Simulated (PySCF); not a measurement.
**Name the molecule from its bond curve**

A diatomic of charge 0 contains Be. Its doublet curve at UHF-SCS-MP2 in a double-zeta basis (no relativity, PySCF), in eV from the separated fragments:

| R (Å) | E (eV) |
| --- | --- |
| 1.199 | -4.501 |
| 1.255 | -5.056 |
| 1.310 | -5.380 |
| 1.352 | -5.509 |
| 1.394 | -5.561 |
| 1.436 | -5.553 |
| 1.492 | -5.469 |
| 1.561 | -5.278 |
| 1.645 | -4.964 |
| 1.756 | -4.465 |

The fit gives ωe = 1192 cm⁻¹ and the rotational constant Bₑ = 1.390 cm⁻¹.

**Question.** Which atom is the partner?

**Answer.** The minimum lies at 1.408 Å, so the reduced mass is 16.8576 u Å² cm⁻¹/(Bₑ·Re²) = 6.118 u. With Be at 9.01 u the partner weighs about 19.1 u: F. The molecule is BeF.

Correlated steps freeze 1 core orbital. The state was picked by a PBE0 search and need not be the measured ground state.
